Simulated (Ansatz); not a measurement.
CH4Al (SMILES [CH3][AlH]), doublet, geometry from GFN2-xTB (such geometries of metal compounds can be far from the true shape) (the spin is typed, not shown lowest); CCSD(T)/cc-pVDZ (Ansatz, an electronic-structure program).

Here is a job for Ansatz.
Ansatz 0.2 input:
```yaml
crystal:
  periodic: [false, false, false]
  atoms:
    - {symbol: Al, position_ang: [-0.25938545, -0.75214375, -0.12018737]}
    - {symbol: C, position_ang: [0.48446229, 1.07227152, 0.27095453]}
    - {symbol: H, position_ang: [0.30438004, 1.37560530, 1.30985890]}
    - {symbol: H, position_ang: [0.05669362, 1.85748580, -0.36295771]}
    - {symbol: H, position_ang: [1.57107571, 1.10460145, 0.12062044]}
    - {symbol: H, position_ang: [-1.46691236, -0.99345282, -1.13081309]}
basis:
  gaussian:
    orbitals: cc-pVDZ
magnetization: {spin_polarized: true, initial_magnetization: 1}
correlation: {method: ccsd_t}
```

What the program printed (banner, timings and long lists left out):

```
Functional definition: HF
485 factors; integrals over basis functions are off by at most 9.9e-4 eV
mean field evaluation 1: about -7673.4763 eV, gradient 1.7e1 eV
mean field evaluation 2: about -7673.5084 eV, gradient 1.7e1 eV
mean field evaluation 4: about -7675.5019 eV, gradient 1.9e0 eV
mean field evaluation 8: about -7675.5808 eV, gradient 2.3e-1 eV
mean field evaluation 16: about -7673.4767 eV, gradient 1.7e1 eV
mean field evaluation 32: about -7673.5640 eV, gradient 6.9e-2 eV
mean field evaluation 64: about -7673.5643 eV, gradient 7.2e-4 eV
mean field -7675.58267649 eV, -282.0724606643 hartree, gradient 3.0e-6 eV, S^2 0.753497; 1 other end points of the search recorded, 0 dependent functions left out
determinant -7675.58267649 eV, -282.0724606643 hartree, with singles and doubles -7681.87452532 eV, -282.3036818439 hartree
determinant -7673.56425446 eV, -281.9982850227 hartree, with singles and doubles -7680.06475647 eV, -282.2371740653 hartree
6 core orbitals not correlated
reference -7675.58267649 eV, -282.0724606643 hartree; 6, 5 occupied and 40, 41 virtual orbitals, 485 factors
second order -5.44119064 eV of doubles, -0.00000000 eV of singles
cycle   1  -6.29190806 eV  change   -5.9e-5 eV  update   4.5e-4
cycle   2  -6.29190457 eV  change    3.5e-6 eV  update   2.8e-4
cycle   3  -6.29188074 eV  change    2.4e-5 eV  update   1.3e-4
cycle   4  -6.29189203 eV  change   -1.1e-5 eV  update   3.8e-5
cycle   5  -6.29193614 eV  change   -4.4e-5 eV  update   9.9e-6
cycle   6  -6.29194842 eV  change   -1.2e-5 eV  update   4.6e-6
perturbative correction -0.15893842 eV, -0.0058408792 hartree
Total energy: -7682.03356333 eV, -282.3095263829 hartree
```
